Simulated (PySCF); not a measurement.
C₃H₄, SMILES C1CC=1. Atoms are numbered in the order given.

```xyz
7

C      0.0000    -0.6434    -0.4996
C      0.0000     0.6434    -0.4996
C      0.0000     0.0000     0.8609
H      0.0000    -1.5717    -1.0416
H      0.0000     1.5717    -1.0416
H      0.9115     0.0000     1.4567
H     -0.9115     0.0000     1.4567
```

Geometry: B3LYP-D3(BJ)/def2-TZVP.

Two levels are set side by side: PBE/pcJ-1 (PySCF) and B3LYP/pcJ-1 (PySCF). One-bond couplings, all four terms, same geometry. Isotopes: 13C, 1H. Differences are taken from unrounded values.

| quantity | B3LYP | PBE | PBE minus B3LYP |
|---|---|---|---|
| ¹J(C1,C2) (Hz) | 72.8 | 63.9 | -8.9 |
| ¹J(C1,C3) (Hz) | 11.6 | 6.9 | -4.7 |
| ¹J(C2,C3) (Hz) | 11.6 | 6.9 | -4.7 |
| ¹J(C1,H4) (Hz) | 239.3 | 220.9 | -18.4 |
| ¹J(C2,H5) (Hz) | 239.3 | 220.9 | -18.4 |
| ¹J(C3,H6) (Hz) | 175.2 | 161.0 | -14.2 |
| ¹J(C3,H7) (Hz) | 175.2 | 161.0 | -14.2 |

Rough cost on one machine, each run with all the roots and properties that it gave: B3LYP against PBE about 2 times.
